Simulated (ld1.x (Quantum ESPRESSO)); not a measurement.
## H PAW: all-electron and pseudo phase curves

- Element: H
- Generator: ld1.x (Quantum ESPRESSO) 7.5
- Type: PAW
- Functional: LDA (PZ)
- Relativity: scalar-relativistic
- Frozen core: none
- Valence charge: 1
- Reference configuration: 1s1
- Partial waves: 1s (bound): rcut 0.70, rcutus 0.90 bohr; 1s channel at 0.5 Ry: rcut 0.70, rcutus 0.90 bohr
- Local potential: all-electron potential smoothed inside 0.70 bohr (lloc = -2)
- Core correction: none
- Augmentation charge: BESSEL, radius 0.50 bohr

The phase is arctan(r·u′/u) with u = r·R(r), unwrapped; energies in Ry, scanned from -2 to 5 Ry. A pole is an energy at which the radial function vanishes at the test radius. The pseudo phase is shifted by a multiple of π to meet the all-electron one at the reference energy, and phase errors are pseudo minus all-electron; the curves can meet again beyond the range given. Levels narrower than the energy grid can be missing from the lists of poles.

```csv
channel,radius (bohr),reference energy (Ry),"poles, all-electron","poles, pseudo",unbroken range about the reference energy with phases within 0.05 rad,phase error 1 Ry above the reference energy (rad)
s,1.01,-0.47,none,none,the whole range,-0.000
```

Phases in the s channel:

```csv
E (Ry),all-electron,pseudo
-2.00,0.678,0.678
-1.76,0.613,0.613
-1.52,0.537,0.537
-1.28,0.450,0.450
-1.04,0.349,0.349
-0.80,0.233,0.233
-0.56,0.104,0.104
-0.32,-0.038,-0.038
-0.08,-0.188,-0.188
0.16,-0.339,-0.339
0.40,-0.486,-0.486
0.64,-0.623,-0.623
0.88,-0.747,-0.747
1.12,-0.856,-0.856
1.36,-0.951,-0.951
1.60,-1.033,-1.033
1.84,-1.105,-1.105
2.08,-1.166,-1.167
2.32,-1.220,-1.220
2.56,-1.268,-1.268
2.80,-1.310,-1.310
3.04,-1.347,-1.347
3.28,-1.380,-1.380
3.52,-1.410,-1.410
3.76,-1.437,-1.437
4.00,-1.462,-1.462
4.24,-1.484,-1.484
4.48,-1.505,-1.505
4.72,-1.525,-1.525
4.96,-1.543,-1.543
```
